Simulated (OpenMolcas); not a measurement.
Zr2+.

* Program: OpenMolcas 26.06
* Basis: ANO-R3 [8s6p5d3f2g1h]
* Scalar Hamiltonian: X2C, finite nucleus
* Active space: 2 electrons in 5 orbitals (4d)
* State averaging: 2S+1 = 3 even, 10 roots; 2S+1 = 1 even, 15 roots
* Spin-orbit coupling: state interaction with AMFI integrals over the reference wave functions, term energies averaged over their components

Two sets of levels on these reference wave functions, in cm-1 above 4d2 3F2: one from CASSCF and one from SS-CASPT2, IPEA 0.25 Eh, imaginary shift 0.1 Eh (closed shells correlated: 4s 4p).

| Level | Set 1 | Set 2 |
| --- | --- | --- |
| 4d2 3F2 | 0.0 | 0.0 |
| 4d2 3F3 | 693 | 660 |
| 4d2 3F4 | 1499 | 1469 |
| 4d2 1D2 | 5250 | 9170 |
| 4d2 3P0 | 8590 | 10250 |
| 4d2 3P1 | 8860 | 10500 |
| 4d2 3P2 | 9360 | 11110 |
| 4d2 1G4 | 11050 | 13840 |
| 4d2 1S0 | 23520 | 32990 |

Which set is which?

Set 1 is SS-CASPT2. Its levels of the other terms of 4d2 lie at 0.57 to 0.84 of the other set's values, as expected, since terms of lower spin or lower L gain more correlation energy than the Hund ground term. Against 8 measured levels (Moore, Atomic Energy Levels, vol. II, NSRDS-NBS 35 (1971 reprint of NBS Circular 467, 1952); NIST levels as listed in Rynkun, Gaigalas and Jonsson, Astron. Astrophys. 637, A10 (2020)) the mean absolute deviation is 320 cm-1 with it and 2700 cm-1 without; single levels miss by up to 540 cm-1 with it.

CASPT2 breaks the degeneracy within a term, and the mean is taken; among the terms shown or strongly mixed into the levels shown the widest spread is 740 cm-1 (4d2 1G, SS-CASPT2). Levels of configurations with an s electron are missing; early in the row they begin among the upper levels of the d shell and mix with terms of their name. Without dynamic correlation excited terms often stand tens of per cent too high (terms of higher spin than the ground term too low), and those without a measured partner can miss by more than the paired ones (holds for CASSCF). Some levels mix across a computed gap that differs much from the measured one, so their mixing is not that of the real levels (holds for CASSCF). Measured partners are found by configuration, term and J. A level has none where our copy of the source lacks it or the pairing is in doubt (some pairs that miss far off the trend of their configuration count as doubtful), and it then counts in no deviation. Only configurations of the active space appear.
